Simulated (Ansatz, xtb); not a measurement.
C4H8F3N: which of two isomers lies lower

We compare a, `CCNCC(F)(F)F`, a singlet, with b, `CC[C@H](N)C(F)(F)F`, a singlet. Both are isolated molecules in the gas phase, relaxed with B3LYP/def2-SVP, each in the lowest conformer that the search found.

a (Å):

```json
{"atom": "C", "x (Å)": "0.4996", "y (Å)": "3.6836", "z (Å)": "-2.2319"}
{"atom": "C", "x (Å)": "0.9694", "y (Å)": "2.3664", "z (Å)": "-1.6242"}
{"atom": "C", "x (Å)": "0.0793", "y (Å)": "0.1603", "z (Å)": "-0.8913"}
{"atom": "C", "x (Å)": "1.0548", "y (Å)": "-0.8453", "z (Å)": "-1.4962"}
{"atom": "F", "x (Å)": "2.3218", "y (Å)": "-0.3890", "z (Å)": "-1.5134"}
{"atom": "F", "x (Å)": "0.7214", "y (Å)": "-1.1367", "z (Å)": "-2.7695"}
{"atom": "F", "x (Å)": "1.0525", "y (Å)": "-1.9969", "z (Å)": "-0.8022"}
{"atom": "N", "x (Å)": "-0.1109", "y (Å)": "1.3841", "z (Å)": "-1.6234"}
{"atom": "H", "x (Å)": "1.3014", "y (Å)": "4.4380", "z (Å)": "-2.2026"}
{"atom": "H", "x (Å)": "0.2093", "y (Å)": "3.5522", "z (Å)": "-3.2883"}
{"atom": "H", "x (Å)": "-0.3748", "y (Å)": "4.0741", "z (Å)": "-1.6887"}
{"atom": "H", "x (Å)": "1.8819", "y (Å)": "2.0207", "z (Å)": "-2.1516"}
{"atom": "H", "x (Å)": "1.2702", "y (Å)": "2.5293", "z (Å)": "-0.5740"}
{"atom": "H", "x (Å)": "-0.4410", "y (Å)": "1.1953", "z (Å)": "-2.5686"}
{"atom": "H", "x (Å)": "0.4323", "y (Å)": "0.3788", "z (Å)": "0.1300"}
{"atom": "H", "x (Å)": "-0.8810", "y (Å)": "-0.3743", "z (Å)": "-0.7935"}
```

b (Å):

```yaml
atoms:
  - { symbol: C, position_ang: [-0.0989, 3.2736, -1.8890] }
  - { symbol: C, position_ang: [0.9098, 2.2408, -1.3889] }
  - { symbol: C, position_ang: [0.6517, 0.8322, -1.9434] }
  - { symbol: C, position_ang: [1.7828, -0.1268, -1.5631] }
  - { symbol: F, position_ang: [1.5656, -1.3543, -2.0781] }
  - { symbol: F, position_ang: [1.8827, -0.2738, -0.2262] }
  - { symbol: F, position_ang: [2.9798, 0.2875, -2.0140] }
  - { symbol: N, position_ang: [-0.6493, 0.3322, -1.5362] }
  - { symbol: H, position_ang: [0.0911, 4.2596, -1.4374] }
  - { symbol: H, position_ang: [-1.1258, 2.9676, -1.6430] }
  - { symbol: H, position_ang: [-0.0396, 3.3898, -2.9840] }
  - { symbol: H, position_ang: [0.8880, 2.1893, -0.2857] }
  - { symbol: H, position_ang: [1.9337, 2.5431, -1.6609] }
  - { symbol: H, position_ang: [0.6753, 0.8764, -3.0470] }
  - { symbol: H, position_ang: [-0.8407, -0.5762, -1.9565] }
  - { symbol: H, position_ang: [-0.6803, 0.2069, -0.5234] }
```

Task: Estimate E(b) − E(a) at the level CCSD(T)/def2-SVP + ΔMP2/def2-TZVPP.

Result: Calculated at CCSD(T)/def2-SVP + ΔMP2/def2-TZVPP: E(b) − E(a) = −9.0 kcal/mol, so structure b lies lower.

How the difference moves with the method:

```tsv
level	geometry	E(b) − E(a) (kcal/mol)	departure from the last row (kcal/mol)	job, with rough time for the two
GFN2-xTB	GFN2-xTB	−1.2	+7.8	optimisation, 0.14 s
HF/STO-3G	GFN2-xTB	−2.3	+6.7	single point, 0.4 s
r2SCAN-D4/def2-SVP	GFN2-xTB	−8.2	+0.8	single point, 4.5 s
B3LYP/def2-SVP	B3LYP/def2-SVP	−6.2	+2.8	optimisation, 41 s
HF/def2-SVP	B3LYP/def2-SVP	−6.2	+2.7	part of the CCSD(T) run
MP2/def2-SVP	B3LYP/def2-SVP	−9.3	−0.4	part of the CCSD(T) run
CCSD(T)/def2-SVP	B3LYP/def2-SVP	−8.7	+0.3	single point
CCSD(T)/def2-SVP + ΔMP2/def2-TZVPP	B3LYP/def2-SVP	−9.0		single point, 2.5 min
```

As drawn, b has 1 C–C, 1 N–H in place of 1 C–N, 1 C–H.

None of the levels shown reverses the order. The largest departure from CCSD(T)/def2-SVP + ΔMP2/def2-TZVPP is that of GFN2-xTB, 7.8 kcal/mol. The last row adds to CCSD(T) the change of the MP2 difference between the two basis sets, here −0.3 kcal/mol.

With thermal terms from frequencies at re-optimised GFN2-xTB minima (ideal gas, soft modes damped towards free rotors, one conformer each, 298.15 K, 1 atm): the zero-point term adds +0.2 kcal/mol; ΔH is −8.7 and ΔG −8.5 kcal/mol.

The correlated steps freeze 8 core orbitals. Mirror images aren't counted in ΔG. Run with Ansatz 0.2.0, xtb 6.7.1; the last row on 4 threads of Arm Neoverse V1 on a shared host.
